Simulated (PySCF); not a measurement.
Delta-SCF ions had no search for a lower state. Excitations are Tamm–Dancoff values on a coarser integration grid. The basis has no diffuse functions, so Rydberg states are missing or too high.

# C8H15B, SMILES `C=C[C@@H]1[C@H](B)CCCC1` (charge 0, multiplicity 1)

The numbers are results of PySCF 2.14.0 with PBE-D3(BJ)/def2-TZVP // PBE-D3(BJ)/def2-SVP, not measurements.

```json
{
 "HOMO": "-6.19 eV",
 "dipole_moment": "0.95 D",
 "HOMO–LUMO gap": "3.99 eV",
 "LUMO": "-2.21 eV",
 "S1 excitation (TDA)": "4.03 eV",
 "S1 oscillator strength": "0.012",
 "T1 excitation (TDA)": "3.92 eV",
 "S1–T1 gap (TDA)": "0.12 eV",
 "vertical ionisation energy (Delta-SCF)": "8.84 eV",
 "total_energy": "-338.3387 Ha",
 "cost": "about 12 core-minutes (a rough figure)"
}
```

```xyz
24

B     -0.9150    -1.7604    -0.9739
C     -0.4607    -0.9472     0.2740
C     -1.5770    -0.2096     1.0363
C     -1.9384     1.0924     0.3085
C     -0.7083     1.9900     0.1262
C      0.4505     1.2487    -0.5524
C      0.8126    -0.0600     0.1867
C      1.9929    -0.7454    -0.4440
C      3.1309    -1.0639     0.1972
H     -2.0550    -2.1946    -1.0138
H     -0.1482    -2.0869    -1.8613
H     -0.1854    -1.8809     0.8550
H     -1.2392     0.0333     2.0694
H     -2.4707    -0.8598     1.1335
H     -2.3597     0.8363    -0.6911
H     -2.7369     1.6373     0.8544
H     -0.9720     2.8998    -0.4532
H     -0.3699     2.3460     1.1255
H      0.1709     0.9927    -1.6007
H      1.3456     1.9019    -0.6165
H      1.0999     0.2154     1.2283
H      1.8975    -0.9878    -1.5176
H      3.2686    -0.8362     1.2682
H      3.9668    -1.5610    -0.3194
```
